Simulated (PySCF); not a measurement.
**Ionisation energy of Ni by level of theory**

Ni [Ar] 3d8 4s2 (3F) → Ni⁺ [Ar] 3d9 (2D), as a difference of total energies. Calculation: PySCF 2.14, in aug-cc-pVDZ (7s6p4d2f, 59 functions); no relativity, point nucleus. Correlated levels: valence: [Ar] frozen. The calculations carry no spin-orbit coupling.

```csv
method,ionisation energy (eV)
UHF,7.671
M06-L,7.434
B3LYP,7.600
MP2 (valence),6.500
SCS-MP2 (valence),6.733
```

**Question.** How much does correlation contribute at MP2 (valence)?

**Answer.** 6.500 − (7.671) = -1.171 eV, measured against UHF.

These non-relativistic numbers lack the scalar-relativistic shift.

The reference lies between the lowest fine-structure levels, while these numbers refer to the centres of the terms.

Errors of the correlated levels include the incompleteness of this basis and the frozen core.

MP2 underrates the near-degeneracy of ns² with np² in the lower species.

For comparison: 7.640 eV (measured; NIST Atomic Spectra Database, ionization energies).
